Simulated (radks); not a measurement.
All-electron atom: Pm26+ in [Ar] 3d10 4s2 4p5. All-electron calculation, scalar-relativistic Kohn-Sham, PBEsol, spin-polarised, spherical densities, finite nucleus; open shells are filled with parallel spins first (spin-orbit coupling, left out, can overturn this in heavy ions); Fermi nuclear charge, rms radius 4.962 fm. Program: a radial shooting solver on a logarithmic mesh with Libxc functionals. Some entries of the table are withheld. Estimate them.

orbital,occ.,eigenvalue (eV),<1/r> (bohr^-1)
1s up,1,-45855.97,67.39
1s down,1,-45855.31,67.39
2s up,1,-8169.979,15.60
2s down,1,-8169.595,15.60
2p up,3,-7390.588,14.68
2p down,3,-7390.007,14.68
3s up,1,-2411.253,5.755
3s down,1,-2410.649,5.755
3p up,3,-2166.231,5.441
3p down,3,-2165.549,5.441
3d up,5,-1835.619,5.173
3d down,5,-1834.964,5.173
4s up,1,-1039.983,(1)
4s down,1,-1037.047,(2)
4p up,3,(3),(4)
4p down,2,(5),(6)

Answer. 
(1) 4s up <1/r> (bohr^-1): 2.668
(2) 4s down <1/r> (bohr^-1): 2.668
(3) 4p up eigenvalue (eV): -950.6395
(4) 4p up <1/r> (bohr^-1): 2.524
(5) 4p down eigenvalue (eV): -947.7308
(6) 4p down <1/r> (bohr^-1): 2.524
